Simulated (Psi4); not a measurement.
C3H9O2Sn (SMILES C[CH](C)[Sn]([OH])[OH]), doublet, at a GFN2-xTB geometry (such geometries of metal compounds can be far from the true shape) (the spin is typed, not shown lowest) (all electrons, no relativity). Base run: BLYP/3-21G (Psi4).

The Psi4 input:
```
memory 2 GB

molecule mol {
0 2
Sn    0.464040    0.331984    0.508524
C    -0.709882   -1.049571   -1.499258
C     0.016803   -2.341414   -1.650737
C    -0.720057   -0.115123   -2.655689
H    -1.648730   -1.114205   -0.959609
H    -0.535378   -3.000845   -2.330105
H     1.009492   -2.194597   -2.074622
H     0.103806   -2.859889   -0.697112
H    -1.032920    0.879140   -2.342721
H    -1.436994   -0.458933   -3.409449
H     0.257873   -0.054229   -3.129525
O    -0.756146    1.978942    0.373286
H    -1.351570    2.115459    1.107192
O    -0.483324   -0.437536    2.198383
H    -0.173002   -1.205715    2.670493
}

set {
  basis 3-21g
  reference uks
  scf_type pk
}

energy('blyp')
print_variables()
```

Each row names what was changed in the base input (with any setting that the change needs).

```
change                       E (Eh)  dipole (D)  <S^2>  core-seconds (rough)                outcome
----------------------  -----------  ----------  -----  --------------------  ---------------------
base                    -6267.84457        2.58  0.755                    30              converged
functional = b97m-v               -           -      -                     -  cut at the time limit
functional = revpbe     -6267.50810        2.57  0.756                    40              converged
functional = m06-2x     -6268.14064        2.99  0.784                    60              converged
functional = bhhlyp     -6267.77248        3.24  0.776                    30              converged
functional = scan       -6268.24730        2.78  0.763                    90              converged
functional = pbe        -6267.05333        2.58  0.755                    30              converged
functional = mn15       -6267.55795        3.04  0.765                    70              converged
functional = b3lyp5     -6267.60126        2.86  0.762                    30              converged
functional = pbe0       -6267.24199        2.91  0.766                    30              converged
functional = cam-b3lyp  -6268.02018        3.02  0.772                    50              converged
functional = wb97m-v              -           -      -                     -  cut at the time limit
```

Totals shift with the method and basis; they matter in differences.

Open shells are given as the SCF converged; they aren't shown to be the lowest states, and a large step between rows can be another state.
